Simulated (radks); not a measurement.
Question: Species: the thulium ion Tm2+. Configuration: [Kr] 4d10 4f14 5s2 5p5 (not the ground configuration). Calculated with a radial shooting solver on a logarithmic mesh with Libxc functionals: scalar-relativistic Kohn-Sham, LDA (Slater exchange, Perdew-Wang correlation), spin-unpolarised, spherical densities, finite nucleus; Fermi nuclear charge, rms radius 5.2256 fm. Some entries of the table are withheld. Estimate them.

orbital  occ.  eigenvalue (eV)  <1/r> (bohr^-1)
1s          2        -59235.39            79.00
2s          2              (1)            18.41
2p          6        -8840.845            16.96
3s          2        -2256.218            6.794
3p          6        -1903.470            6.339
3d         10        -1466.657            6.009
4s          2        -452.7676            2.871
4p          6        -336.9016            2.622
4d         10        -182.9111            2.313
5s          2         -67.5923            1.072
5p          5         -41.3707           0.8837
4f         14         -15.5590            1.649
6s          0              (2)           0.3917
5d          0         -13.7005           0.5280
6p          0              (3)           0.3131
5f          0              (4)           0.1655

Answer: 
(1) 2s eigenvalue (eV): -10005.25
(2) 6s eigenvalue (eV): -15.2039
(3) 6p eigenvalue (eV): -10.3739
(4) 5f eigenvalue (eV): -3.8766
